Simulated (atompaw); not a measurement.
What one change does to a pseudopotential (arsenic (As), PAW (atompaw))

As (Z = 33), PAW, made with atompaw 4.2.0.5 (PBE, scalar-relativistic). Core [Ar], reference 3d10 4s2 4p3. Waves: 4s (bound): rc 1.80 bohr; 4s channel at -0.6 Ry: rc 1.80 bohr; 4p (bound): rc 1.80 bohr; 4p channel at 3 Ry: rc 1.40 bohr; 3d (bound): rc 0.65 bohr; 3d channel at -2.55 Ry: rc 0.65 bohr. Local part: ultrasoft scheme with l = 3 at 0 Ry, radius 1.45 bohr. Core correction: smooth core density matched at 1.40 bohr. Augmentation charge: besselshape compensation charge, radius 1.65 bohr; PAW radius 1.80 bohr; waves and projectors: custom rrkj vanderbiltortho.

Change: local potential ultrasoft scheme with l = 3 at 0 Ry, radius 1.64 bohr.

Cutoffs: the cutoffs (Ry, on a coarse ladder) from which the occupation-weighted sum of valence levels, in a spherical-Bessel basis at the reference potential, stays within 10 and 1 mRy of its value at 400 Ry; they do not see the model core or the augmentation charge, which bear on the density cutoff.

**Question.** What does the change do?

**Answer.** The range in which the d phases agree narrows (upper end at the end of the scan → 1.8); neither file shows a bound ghost.

| quantity | base | changed |
| --- | --- | --- |
| cutoff, loose | over 300 Ry | over 300 Ry |
| cutoff, tight | over 300 Ry | over 300 Ry |
| bound ghosts | none | none |
| s: phases at 1.81 bohr within 0.05 rad from the reference energy up to (Ry; the scan ends near 5) | 4.1 | to the end of the scan |
| p: phases at 1.81 bohr within 0.05 rad from the reference energy up to (Ry; the scan ends near 5) | to the end of the scan | to the end of the scan |
| d: phases at 1.81 bohr within 0.05 rad from the reference energy up to (Ry; the scan ends near 5) | to the end of the scan | 1.8 |
| lowest overlap eigenvalue by channel | s 0.35, p 0.78, d 0.93 | s 0.37, p 0.77, d 0.93 |

 The cutoffs see the waves, projectors and local potential, not the compensation charge or the core.
